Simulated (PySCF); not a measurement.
## Exercise with solution: oscillator strength and radiative lifetime

Cd(OMe)(GeH3) (CH6CdGeO), SMILES C[O][Cd][GeH3].

Geometry optimised at r2SCAN-D4/def2-SVP. The def2 effective core potentials stand for the cores of Cd; spin–orbit coupling is left out. The values are those of a single conformer.

TDA-B3LYP/def2-SVPD (PySCF 2.14.0) puts the first singlet state with f over 0.02 at 4.97 eV (vertical), with the transition dipole (0.175, -0.077, -0.367) in atomic units.

Problem. Find the oscillator strength, the wavelength and the radiative lifetime that this transition would have in vacuum if emission retraced absorption.

Solution. 
|μ|² = 0.1712 au, so |μ| = 1.05 D. ΔE = 4.97/27.211 = 0.1826 hartree. f = (2/3) ΔE |μ|² = 0.021 (the program prints 0.021).
λ = 1239.84/4.97 = 249 nm; ν = 40086 cm⁻¹.
Einstein's coefficient A = 0.6670 ν² f s⁻¹ (ν in cm⁻¹) = 2.2e7 s⁻¹, so τ = 1/A = 45 ns. This state is S5; the lower singlets have f = 0.002, 0.018, 0.003, 0.004. The figure is the radiative limit of this one transition; relaxation, internal conversion, crossing to triplets and a medium change what is measured.
